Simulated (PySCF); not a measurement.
C2H10BNOSi.
Atom-mapped SMILES: `[CH3:1][N:2]([CH3:3])[BH:4][O:5][SiH3:6]` (hydrogens: H7, H8, H9 on C1; H10, H11, H12 on C3; H13 on B4; H14, H15, H16 on Si6)

Geometry (PBE0-D3(BJ)/def2-SVP, Å), atoms numbered from 1 in this order:
```xyz
16
C2H10BNOSi angstrom
C     -2.030   -0.599   -0.638
N     -0.801   -0.072   -0.107
C     -0.959    0.993    0.851
B      0.456   -0.550   -0.508
O      1.599   -0.003    0.020
Si     3.211   -0.358   -0.192
H     -1.817   -1.404   -1.353
H     -2.674   -1.008    0.162
H     -2.613    0.182   -1.161
H     -1.484    1.858    0.407
H      0.026    1.326    1.201
H     -1.549    0.661    1.725
H      0.515   -1.447   -1.325
H      3.744   -1.012    1.039
H      3.402   -1.269   -1.361
H      3.948    0.917   -0.424
```

All values: wB97X-D/def2-SVPD (PySCF, non-relativistic), on one gas-phase PBE0-D3(BJ)/def2-SVP geometry that isn't relaxed in the solvent. The solvent is an IEF-PCM continuum (cavity from Bondi-type radii × 1.2), and excitations are vertical TDDFT with non-equilibrium linear response and a frozen core. Specific hydrogen bonds and non-electrostatic terms are outside this model.

Gas-phase singlets (H = HOMO, L = LUMO):

| state | E (eV) | λ (nm) | f | leading configurations |
| --- | --- | --- | --- | --- |
| S1 | 6.657 | 186 | 0.003 | H→L 79%, H→L+3 10% |
| S2 | 7.102 | 175 | 0.299 | H→L+2 91% |
| S3 | 7.339 | 169 | 0.014 | H→L+3 52%, H→L+1 22% |
| S4 | 7.945 | 156 | 0.008 | H-1→L 68%, H-1→L+1 11% |
| S5 | 7.997 | 155 | 0.026 | H→L+4 83% |

Problem. What are the lowest 5 singlets in cyclohexane (ε = 2.017)?

Solution. 
```csv
state,E (eV),λ (nm),f,leading configurations,change by rank (eV)
S1,6.630,187,0.003,"H→L 79%, H→L+3 11%",-0.027
S2,6.995,177,0.363,H→L+2 90%,-0.107
S3,7.331,169,0.017,"H→L+3 54%, H→L+1 20%",-0.008
S4,7.938,156,0.010,"H-1→L 68%, H-1→L+1 10%",-0.007
S5,7.990,155,0.041,"H→L+4 79%, H→L+5 9%",-0.007
```

Problem. How do the frontier levels move from gas to cyclohexane?

Solution. 
```
orbital  gas (eV)  solvent (eV)  change (eV)                      Löwdin shares, gas                  Löwdin shares, solvent
 LUMO+2      2.55          2.56        +0.01    B4 29 %, O5 22 %, H13 12 %, Si6 12 %    B4 29 %, O5 22 %, H13 12 %, Si6 12 %
 LUMO+1      2.30          2.33        +0.03  Si6 47 %, H15 11 %, H14 11 %, H16 11 %  Si6 48 %, H15 12 %, H14 11 %, H16 11 %
   LUMO      1.86          1.88        +0.02     B4 35 %, Si6 24 %, H14 6 %, H15 6 %     B4 35 %, Si6 24 %, H14 6 %, H15 6 %
   HOMO     -8.75         -8.70        +0.05         N2 48 %, C1 9 %, O5 9 %, B4 8 %         N2 48 %, C1 9 %, O5 9 %, B4 8 %
 HOMO-1    -10.61        -10.61         0.00    O5 41 %, B4 15 %, H13 13 %, Si6 11 %    O5 40 %, B4 15 %, H13 13 %, Si6 11 %
 HOMO-2    -11.07        -11.06        +0.01   Si6 29 %, H14 22 %, O5 22 %, H16 14 %   Si6 29 %, H14 22 %, O5 22 %, H16 14 %
 HOMO-3    -11.56        -11.55        +0.01   Si6 27 %, H15 19 %, B4 14 %, H13 11 %   Si6 27 %, H15 19 %, B4 14 %, H13 11 %
```

The HOMO–LUMO gap goes from 10.61 to 10.58 eV.

The run took 35 s of wall time on one thread of an Arm Neoverse V2, no GPU, shared host with 96 logical CPUs at a one-minute load of 46, and the process peaked at 1.0 GiB of memory. This is the whole response run at wB97X-D/def2-SVPD in cyclohexane, SCF included.
